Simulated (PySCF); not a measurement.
## PBE on Cl (chlorine, neutral)

Configuration: [Ne] 3s2 3p5, 2P determinant. All numbers are calculated (PySCF 2.14, the spin-free X2C one-electron Hamiltonian (Gaussian nucleus), in jorge-DZP-DKH (7s4p1d, 24 functions)).

- Total energy: -461.3793 hartree
- One-electron energy: -636.7939 hartree
- Hartree (Coulomb) energy: 203.5430 hartree
- Exchange-correlation energy: -28.1285 hartree
- ⟨S²⟩: 0.7517
- ⟨L²⟩: 2.009
- Sum of ⟨r⟩: 15.75 bohr
- Sum of ⟨r²⟩: 27.36 bohr²
- Traceless quadrupole moment −½Σ⟨3z² − r²⟩ along its main axis: 1.64 e·bohr²
- Langevin diamagnetic susceptibility: -21.7 ×10⁻⁶ cm³/mol
- Time after the integrals: 0.11 s of wall time on 1 thread of Intel(R) Xeon(R) Platinum 8375C CPU @ 2.90GHz (shared host)

| shell | electrons | mean orbital energy (hartree) | spread (hartree) | rms radius, mean of both spins (bohr) |
| --- | --- | --- | --- | --- |
| 1s α | 1 | -101.09336 | 0 | 0.105 |
| 1s β | 1 | -101.08769 | 0 | 0.105 |
| 2s α | 1 | -9.28449 | 0 | 0.484 |
| 2s β | 1 | -9.27900 | 0 | 0.484 |
| 2p α | 3 | -7.04500 | 0.02433 | 0.454 |
| 2p β | 3 | -7.03740 | 0.01180 | 0.454 |
| 3s α | 1 | -0.77443 | 0 | 1.65 |
| 3s β | 1 | -0.73187 | 0 | 1.65 |
| 3p α | 3 | -0.32716 | 0.05541 | 2.01 |
| 3p β | 2 | -0.29293 | 0 | 2.01 |

Densities and radii are taken from the X2C orbitals without a picture-change correction, which distorts them close to the nucleus.
